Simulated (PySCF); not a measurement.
# Ar¹⁷⁺: ionisation energy

Ar¹⁷⁺ 1s1 (2S) → Ar¹⁸⁺ (bare nucleus), as a difference of total energies. Computed with PySCF 2.14 in an even-tempered Gaussian basis (17 s from 12 bohr⁻², ratio 2.2; 7 p from 19 bohr⁻², ratio 2.4; 4 d from 56 bohr⁻², ratio 2.4; 3 f from 85 bohr⁻², ratio 2.4; 3 g from 130 bohr⁻², ratio 2.4), with scalar relativity by spin-free X2C-1e. The calculations carry no spin-orbit coupling.

| method | ionisation energy (eV) |
| --- | --- |
| UHF | 4427.4 |
| LDA | 4407.1 |
| PBE0 | 4425.3 |
| BP86 | 4426.9 |

Question: Estimate what r2SCAN gives.

Answer: 4427.5 eV, closest to UHF among the rows shown.

Question: Estimate what PBE gives.

Answer: 4424.6 eV, closest to PBE0 among the rows shown.

For comparison: 4426.2 eV (theoretical estimate listed by NIST; NIST Atomic Spectra Database, ionization energies).
